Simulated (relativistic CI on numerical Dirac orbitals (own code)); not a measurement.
Calculated at this level of theory: Dirac-Coulomb-Breit CI, orbitals from a KLI potential per configuration, model QED, valence Slater integrals scaled by 0.85, P86 correlation energy added to each configuration (own radial code, finite nucleus).

Configurations in the expansion (outside the closed core [Kr] 4d10): 5s2 5p6, 5s2 5p5 5d, 5s2 5p5 4f, 5s2 5p5 5f, 5s 5p6 5d, 5s2 5p5 6s, 5s2 5p5 6p, 5s 5p6 5f, 5s2 5p5 6d, 5s2 5p5 7s, 5s2 5p5 7p, 5s 5p6 4f, 5s2 5p5 7d, 5s2 5p5 5g, 5s2 5p5 6f, 5s2 5p5 8s, 5s2 5p5 8p, 5s 5p6 6p, 5s 5p6 6s, 5s 5p6 6d, 5s 5p6 7s, 5s 5p6 7p, 5p6 4f2, 5p5 4f2 5d, 5p5 4f3, 5p5 4f2 5f, 5p5 4f2 6s, 5p5 4f2 6p, 5p6 5d2, 5p5 5d3, 5p5 4f 5d2, 5p5 5d2 5f, 5p5 5d2 6s, 5p5 5d2 6p. Double excitations out of closed p, d and f shells are left out; levels of such configurations are missing from the list, as are those of other unlisted configurations, and high levels can miss mixing partners. These lack a partner that the ground configuration has and come out too high: 5s2 5p5 6d, 5s2 5p5 7s, 5s2 5p5 7p, 5s2 5p5 7d, 5s2 5p5 5g.

Correlation outside the listed configurations is missing or only estimated: errors of thousands of cm⁻¹ between configurations and terms are usual at this charge. Rates and lifetimes follow the computed energies and can be off by large factors. The fine structure of a lone outer electron comes out too small, for d and f at times inverted, and misplaced configurations move strength between like terms. 43 of the 47 excited levels that our extract of the measured tables holds in this range could be paired (the sources list more); they are missed by 3418 cm⁻¹ on average and 8337 at most, and levels without a partner can miss by more.

Outline of the computed level scheme of La IV. Lowest level of each configuration: 5s2 5p6 1S_0 at 0.0000 eV; 5s2 5p5 4f 3D_1 at 18.3301 eV; 5s2 5p5 5d 3P°_0 at 19.5425 eV; 5s2 5p5 6s 3P°_2 at 25.1194 eV; 5s2 5p5 6p 3S_1 at 28.9293 eV; 5s2 5p5 6d 3P°_0 at 35.5110 eV.

Some strong electric-dipole decays among the lowest 45 levels: 5s2 5p5 5d 1P°_1 → 5s2 5p6 1S_0 (8.3e+10 s⁻¹); 5s2 5p5 6s 1P°_1 → 5s2 5p6 1S_0 (4.4e+09 s⁻¹); 5s2 5p5 5d 3D°_1 → 5s2 5p6 1S_0 (2.9e+09 s⁻¹); 5s2 5p5 6d 3F°_4 → 5s2 5p5 6p 3D_3 (1.3e+09 s⁻¹); 5s2 5p5 6d 3F°_3 → 5s2 5p5 6p 3D_2 (1.3e+09 s⁻¹); 5s2 5p5 6d 3P°_1 → 5s2 5p5 6p 3S_1 (1.2e+09 s⁻¹); 5s2 5p5 6p 3D_3 → 5s2 5p5 5d 3F°_4 (1.1e+09 s⁻¹); 5s2 5p5 6p 3D_1 → 5s2 5p5 5d 3F°_2 (1.1e+09 s⁻¹).

Rates of lines that live on the mixing of spin multiplicities can be off by large factors.

LS names give the leading component of a level, which can be under half, so a name can repeat, a term be missing and a line seem to break the LS rules.
